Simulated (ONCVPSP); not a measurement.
## cerium: excitation energies, all-electron against ONCV

- Element: Ce
- Generator: ONCVPSP 4.0.1
- Type: optimised norm-conserving Vanderbilt (ONCV)
- Functional: PBE
- Relativity: scalar-relativistic
- Frozen core: [Kr] 4d10 5s2
- Valence charge: 10
- Reference configuration: 4f1 5p6 5d2 6s1
- Partial waves: 6s: rc 3.20 bohr, ncon 5, nbas 10, qcut 2.2 1/bohr, 2 projectors, debl 4 Ha; 5p: rc 2.95 bohr, ncon 3, nbas 7, qcut 4.2 1/bohr, 2 projectors, debl 3.3 Ha; 5d: rc 4.00 bohr, ncon 3, nbas 8, qcut 3.4 1/bohr, 2 projectors, debl 1.3 Ha; 4f: rc 0.95 bohr, ncon 4, nbas 8, qcut 21.6 1/bohr, 2 projectors, debl 2.3 Ha
- Local potential: polynomial inside 0.90 bohr (lpopt 3, dvloc0 2 Ha)
- Core correction: Teter function fitted to the true core (icmod 2), fcfact 0.5

Energies are relative to the spin-unpolarised reference configuration 4f1 5p6 5d2 6s1; without spin polarisation the order of configurations can differ from experiment.

```csv
valence configuration,charge,ΔE all-electron (eV),error AE − PS (meV)
4f1 5p6 5d1 6s0,+2,16.258,+47
4f0 5p6 5d1 6s2,+1,11.539,-359
```

(1) What are ΔE and the potential's error for 4f1 5p6 5d1 6s1?

(2) What are ΔE and the potential's error for 4f1 5p6 5d1 6s2?

Levels in the configuration 4f1 5p6 5d1 6s1:

| level | all-electron (eV) | pseudo (eV) |
| --- | --- | --- |
| 4f | -11.285 | -11.143 |
| 5p | -29.114 | -29.034 |
| 5d | -8.563 | -8.473 |
| 6s | -8.490 | -8.470 |

Note: ghosts flagged at negative energy: s at -211.0 eV; GHOST(+) flagged for p at 35.9 eV, p at 38.7 eV, d at 43.3 eV. A true bound ghost makes a file unfit for plane-wave use.

Answers

(1) ΔE = 5.177 eV all-electron; the error (AE − PS) is +33 meV.

(2) ΔE = -0.893 eV all-electron; the error (AE − PS) is +20 meV.
